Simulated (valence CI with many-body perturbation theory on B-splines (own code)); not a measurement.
## Eu31+: one-electron terms

Method: valence CI with perturbative core correlation (CI+MBPT): four valence electrons over a frozen Dirac-Fock core [Ar] 3d10, radial functions for each j: 11 s, 11 p, 9 d, 7 f, 5 g, 2 h, 1 i, with the one-electron correlation potential Σ1, the two-electron term Σ2, the three-electron term Σ3, Breit, model QED; selected CI, second order for the rest (own B-spline code, finite nucleus).

The last digits are not significant, and no measured levels were compared; by estimate large intervals hold to a few tenths of a per cent, small ones and those within an open d or f shell to about a per cent.

These are the spectroscopic orbitals of the CI (the correlating ones are not listed), shaped by the core and the other valence electrons. h is the expectation value of the core's Dirac-Fock operator, without the valence repulsion; Σ1 is computed up to l = 3 at one energy for each symmetry, that of its lowest orbital but kept below the first core excitation, so for empty shells it is not the orbital's own correlation shift; Breit and QED include the response of the core.

```tsv
Orbital	h (hartree)	Σ1 (cm⁻¹)	Breit (cm⁻¹)	QED (cm⁻¹)	⟨r⟩ (bohr)
4s1/2	-53.469	-13303	6805	5119	0.5065
5s1/2	-31.669	-4717	2982	2280	0.8609
6s1/2	-20.96	-2259	1537	1194	1.312
7s1/2	-14.901	-1279	906	707	1.855
4p1/2	-50.808	-13810	10621	-14.8	0.5071
5p1/2	-30.388	-4960	4691	-2.9	0.8736
6p1/2	-20.256	-2430	2484	-0.7	1.334
7p1/2	-14.473	-1392	1482	-0.1	1.887
4p3/2	-49.218	-12399	6508	481	0.5249
5p3/2	-29.654	-4613	2891	218	0.8964
6p3/2	-19.856	-2295	1639	118	1.361
7p3/2	-14.232	-1326	981	70.8	1.919
4d3/2	-44.973	-13568	4489	-276	0.5185
5d3/2	-27.651	-5059	2056	-121	0.9090
6d3/2	-18.756	-2555	1123	-65.0	1.390
4d5/2	-44.637	-13057	2726	-89.2	0.5234
5d5/2	-27.49	-4878	1206	-35.7	0.9150
6d5/2	-18.666	-2466	658	-18.2	1.398
4f5/2	-40.101	-12912	1495	-143	0.4903
5f5/2	-25.486	-4219	675	-69.7	0.9028
4f7/2	-40.03	-12552	470	-84.7	0.4920
5f7/2	-25.444	-4097	217	-39.9	0.9049
5g7/2	-24.507		42.3	-12.3	0.8352
5g9/2	-24.492		-16.9	0.0	0.8360
```

Among the shells of the start configuration 4s2 4p2, Σ1 is largest in size for 4p1/2, where it is 0.12 % of h.

Lowest root of each symmetry, sizes in configuration state functions:

| J | Parity | Roots | Reference | Variational | Second order | Change by selected CI (cm⁻¹) | Change by second order (cm⁻¹) |
| --- | --- | --- | --- | --- | --- | --- | --- |
| 0 | even | 8 | 36 | 16629 | 59767 | -5322 | -1 |
| 1 | even | 11 | 74 | 37092 | 175319 | -4330 | -4 |
| 2 | even | 15 | 109 | 39998 | 251094 | -5017 | -13 |
| 3 | even | 10 | 97 | 39996 | 317297 | -7761 | -30 |
| 4 | even | 7 | 82 | 39998 | 368913 | -5260 | -31 |
| 5 | even | 2 | 47 | 21380 | 234012 | -6290 | -23 |
| 0 | odd | 3 | 17 | 10883 | 56935 | -7399 | -5 |
| 1 | odd | 8 | 46 | 30891 | 197232 | -7469 | -6 |
| 2 | odd | 9 | 58 | 38985 | 278489 | -5354 | -6 |
| 3 | odd | 5 | 53 | 38445 | 292513 | -5395 | -13 |
| 4 | odd | 2 | 37 | 25846 | 284247 | -7465 | -18 |
